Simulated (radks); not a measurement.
Values are calculated unless marked as measured or tabulated.
Excited configurations of Au II: one electron is placed in a higher orbital outside [Xe] 4f14 5d9. The ground configuration is [Xe] 4f14 5d10. Level of theory: Dirac Kohn-Sham, BLYP, spin-unpolarised, spherical densities, point nucleus; open shells fill j = l - 1/2 first (a radial shooting solver on a logarithmic mesh with Libxc functionals). Excitation = E - E(ground); binding = E(ion) - E, where the ion is the core of charge +2; n* = 2/sqrt(2 binding) in atomic units, and the quantum defect is n - n*.

| outer orbital | excitation (eV) | binding (eV) | eigenvalue (eV) | <r> (bohr) |
|---|---|---|---|---|
| 5f5/2 | 16.996 | 3.456 | -2.341 | 8.491 |
| 6s1/2 | 1.883 | 18.569 | -14.370 | 2.583 |
| 6p1/2 | 8.034 | 12.418 | -8.995 | 3.205 |
| 6d3/2 | 14.774 | 5.678 | -3.953 | 5.825 |
| 6f5/2 | 18.009 | 2.444 | -1.774 | 14.04 |
| 7p1/2 | 14.945 | 5.507 | -4.236 | 7.222 |
| 7d3/2 | 16.992 | 3.460 | -2.585 | 10.80 |

The Delta-SCF ionisation energy is 20.452 eV (NIST Atomic Spectra Database: 20.20 eV, measured). Self-interaction in the functional shifts the binding energies and quantum defects, so they are the method's values and not measured ones. Spin polarisation and multiplet splitting are left out, so open shells lie too high by an amount that depends on their filling.

Beside tabulated values, note that spin-unpolarised runs miss the spin-polarisation part of the exchange energy of open shells.
